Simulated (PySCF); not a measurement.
C6H5NO2.
SMILES: `CC1=COC(=O)[C@@H]1C#N`

Linear response at wB97X-D/def2-SVPD (PySCF, frozen core in the response, non-relativistic). Isolated species at its PBE0-D3(BJ)/def2-SVP geometry, gas phase.

Static isotropic polarisability: 75.93 au (11.25 Å³), principal values 56.7, 83.3, 87.8 au.

(1) What is the polarisability at 1064 nm and at the sodium D line?

(2) What is the isotropic C6 coefficient between two such molecules, C6 = (3/π)∫α(iω)² dω?

(3) Which effective excitation energy ω̄ makes London's formula C6 = (3/4)α²ω̄ exact here?

(4) What molar refraction at the D line follows from R = (4π/3)·N_A·α′, with α′ the polarisability volume?

(5) The lowest 6 singlets have (eV, f): 5.58, 0.038; 5.68, 0.058; 6.96, 0.021; 7.04, 0.088; 7.45, 0.019; 7.51, 0.031. What share of the static polarisability do they carry in the sum over states α = Σ f/ω²?

(6) What n − 1 at the D line would an ideal gas of it have at 273.15 K and 1 atm (2.6868 × 10¹⁹ cm⁻³), by n − 1 = 2π·N·α′?

(7) What does −C6/R⁶ come to at R = 10 Å between centres?

(8) How many electrons N does the Slater–Kirkwood formula C6 = (3/4)·√N·α^(3/2) need to give this C6?

Results:

(1) 76.56 au at 1064 nm (+0.8 %), 78.04 au at 589.3 nm (+2.8 %). The rise at 589.3 nm is 3.40 times that at 1064 nm; a pure ω² law gives 3.26. The lowest singlet lies at 222 nm, shorter than both wavelengths.

(2) 2517 au (Eh·bohr⁶) by a ten-point quadrature over imaginary frequencies, which is 1500 eV·Å⁶ or 145 J·nm⁶/mol.

(3) ω̄ = 4·C6/(3α²) = 0.582 Eh = 15.8 eV. A one-pole form α(ω) = α/(1 − ω²/ω̄²) fitted to the 1064 nm value gives 12.9 eV.

(4) α′ = 11.56 Å³ gives R = 29.17 cm³/mol, for isolated, non-vibrating species.

(5) 4.52 au, 6.0 % of α; the largest term, 1.33 au, is that of the state at 5.68 eV. Their oscillator strengths add up to 0.25. Higher states carry the rest.

(6) 19.52 × 10⁻⁴, a formal value whether or not that pressure can be reached.

(7) -150 J/mol. This is the leading, orientation-averaged term; C8 and higher terms are left out.

(8) N = (4·C6/3)²/α³ = 25.7; the species has 64 electrons in all.

The pairwise dispersion term of wB97X-D wasn't added to the energies; at a given geometry it leaves orbitals and properties as they are.
